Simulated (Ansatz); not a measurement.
`C=C[SiH2][NH][GeH3]` → 2 C• + Ge• + 9 H• + N• + Si•  (atomization)

Calculated with Ansatz (gas phase, PBE0-D4/def2-TZVP geometries, no zero-point term in ΔE). CBS: MP2 limit from def2 TZ/QZ plus the TZ coupled-cluster correction, frozen cores. This one scheme is used for every species, atoms too. For atomizations the MP2-based limit and the directly extrapolated one differ by several kJ/mol either way, and by 10 to 25 for some Ge, Se and Sn compounds, so smaller differences from it don't rank the levels. Functionals use def2-TZVPP. No spin–orbit coupling; open shells (•) take unrestricted orbitals. Spin–orbit coupling would lower the free atoms: a little for C, Si; clearly for Ge. Bonds to Ge are less sure, by a few kJ/mol each and by 10 to 20 or more in all where they break to atoms, as the def2 sets lack core-valence functions. Scalar relativity is left out up to krypton. Each species was taken in one conformer, which may not be the lowest.

```
             level  ΔE (kJ/mol)
           BLYP-D4       4802.7
           ωB97M-V       4831.1
              PBE0       4780.3
SCS-MP2/def2-QZVPP       4843.2
```

Question: What does CCSD(T)/CBS give? (Estimate.)

Answer: Ansatz gave: +4838.2 kJ/mol. The listed levels differ from it by -35.5, -7.1, -57.9, 5.0 kJ/mol.

Largest T1 diagnostic among the species: 0.012.

From PBE to PBE0 (25 % exact exchange), in def2-TZVPP and without D4, ΔE moves by −48.8 kJ/mol: exact exchange takes away binding that semilocal exchange gives to molecules. In def2-TZVPP, CCSD(T) changes the Hartree–Fock value by +1182.7 kJ/mol (the triples alone add +62.7 kJ/mol) and MP2 by +1199.8 kJ/mol; breaking electron pairs costs correlation energy, which Hartree–Fock lacks.
